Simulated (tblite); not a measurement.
Species: C₂H₁₀FGe₂N.
SMILES with atom numbers: `[CH3:1][Ge@@H:2]([NH2:3])[C@@H:4]([F:5])[GeH3:6]` (hydrogens: H7, H8, H9 on C1; H10 on Ge2; H11, H12 on N3; H13 on C4; H14, H15, H16 on Ge6)

Computed with GFN2-xTB (tblite), gas phase: L-BFGS steps from a force-field or distance-geometry start until the largest atomic force falls under 0.01 eV/Å.

Step 62: E = -567.5443 eV
```
atom  x, y, z in Å  |  force x, y, z in eV/Å
C1      2.3745   -0.8283   -0.2814    0.030  -0.017  -0.021
Ge2     0.7523    0.0982    0.3378    0.008   0.015   0.017
N3      0.8543    1.8406   -0.1839    0.009   0.054  -0.030
C4     -0.9085   -0.5234   -0.5790   -0.007  -0.010   0.007
F5     -0.8507   -1.9121   -0.7443    0.010   0.002   0.015
Ge6    -2.5905   -0.1398    0.3817   -0.003   0.029   0.020
H7      3.2492   -0.2003   -0.1366    0.006  -0.008   0.002
H8      2.2973   -1.0664   -1.3378   -0.003   0.029  -0.041
H9      2.5252   -1.7572    0.2602   -0.014  -0.006   0.016
H10     0.5956   -0.0664    1.8505   -0.030  -0.003   0.015
H11     0.0403    2.4195   -0.0244    0.054  -0.027   0.011
H12     1.6726    2.3548    0.1099   -0.032  -0.004   0.013
H13    -0.9223   -0.1029   -1.5894   -0.023  -0.032   0.010
H14    -2.8474    1.3358    0.4120    0.006  -0.006   0.008
H15    -2.4995   -0.6307    1.7904   -0.010   0.008  -0.019
H16    -3.7500   -0.8127   -0.2771   -0.001  -0.024  -0.022
```

Step 63: E = -567.5448 eV
```
atom  x, y, z in Å  |  force x, y, z in eV/Å
C1      2.3731   -0.8264   -0.2813    0.036  -0.016  -0.025
Ge2     0.7515    0.1000    0.3371    0.006   0.019   0.021
N3      0.8536    1.8426   -0.1847    0.017   0.037  -0.031
C4     -0.9078   -0.5256   -0.5791   -0.015  -0.015   0.005
F5     -0.8492   -1.9152   -0.7377    0.015  -0.001   0.014
Ge6    -2.5906   -0.1413    0.3801    0.006   0.054   0.033
H7      3.2495   -0.2018   -0.1329    0.006  -0.003   0.003
H8      2.2965   -1.0594   -1.3388    0.001   0.022  -0.045
H9      2.5207   -1.7576    0.2571   -0.015  -0.012   0.015
H10     0.5936   -0.0652    1.8490   -0.030  -0.002   0.021
H11     0.0434    2.4231   -0.0150    0.036  -0.014   0.011
H12     1.6759    2.3534    0.1033   -0.025  -0.001   0.014
H13    -0.9211   -0.1102   -1.5914   -0.025  -0.028   0.009
H14    -2.8450    1.3355    0.4114    0.009  -0.017   0.011
H15    -2.4990   -0.6342    1.7885   -0.012   0.012  -0.023
H16    -3.7528   -0.8088   -0.2770   -0.009  -0.035  -0.032
```

Task: Estimate the geometry and energy of step 64. (The exact step hangs on the optimiser's Hessian estimate; all steps are aligned on step 63, rigid shifts and turns removed.)

Result: E = -567.5457 eV, largest force 0.085 eV/Å
```
atom  x, y, z in Å  |  force x, y, z in eV/Å
C1      2.3702   -0.8226   -0.2819    0.032  -0.010  -0.027
Ge2     0.7494    0.1045    0.3354    0.007   0.023   0.019
N3      0.8523    1.8478   -0.1868    0.018   0.004  -0.029
C4     -0.9070   -0.5311   -0.5789   -0.024  -0.018   0.004
F5     -0.8461   -1.9227   -0.7212    0.022  -0.003   0.011
Ge6    -2.5907   -0.1435    0.3771    0.014   0.076   0.035
H7      3.2497   -0.2051   -0.1235    0.005   0.000   0.001
H8      2.2949   -1.0432   -1.3423    0.015   0.009  -0.037
H9      2.5095   -1.7589    0.2499   -0.015  -0.017   0.000
H10     0.5894   -0.0624    1.8458   -0.030   0.002   0.034
H11     0.0515    2.4326    0.0070    0.005   0.004   0.007
H12     1.6836    2.3504    0.0885   -0.005   0.006   0.018
H13    -0.9190   -0.1280   -1.5960   -0.029  -0.022   0.008
H14    -2.8386    1.3349    0.4108    0.010  -0.024   0.016
H15    -2.4979   -0.6421    1.7832   -0.015   0.016  -0.019
H16    -3.7586   -0.8017   -0.2784   -0.010  -0.045  -0.041
```

The energy changes by -0.0009 eV. The first-order estimate −F·Δx gives -0.0013 eV and the mean of the old and new forces, exact on a quadratic surface, -0.0009 eV. The step makes an angle of 80° with the force vector and moves no atom by more than 0.025 Å.

What follows is the cost of the whole relaxation. Time: 2.0 s. Hardware: one thread of an Arm Neoverse N1, shared host.
